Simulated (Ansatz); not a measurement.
Ansatz (an electronic-structure program) input:
A basis named .json is the Basis Set Exchange file of that set.

Ansatz 0.2 input:
```yaml
crystal:
  periodic: [false, false, false]
  atoms:
    - {symbol: Te, position_ang: [0.00620358, 0.00389442, 0.11172886]}
    - {symbol: Br, position_ang: [1.26107316, -2.46229674, -0.06754887]}
    - {symbol: Br, position_ang: [-1.27028991, 2.45651075, -0.09844829]}
basis:
  gaussian:
    orbitals: def2-TZVPPD.json
    fitting: {mean_field: def2-universal-jkfit, correlation: def2-TZVPPD-RIFIT.json}
total_charge: -1
magnetization: {spin_polarized: true, initial_magnetization: 1}
correlation: {method: mp2, electrons: outside_noble_gas}
```

**Question.** Which total energy does the run end on?

**Answer.** -5412.41843 Eh (RI-MP2/def2-TZVPPD). The basis has 173 functions.
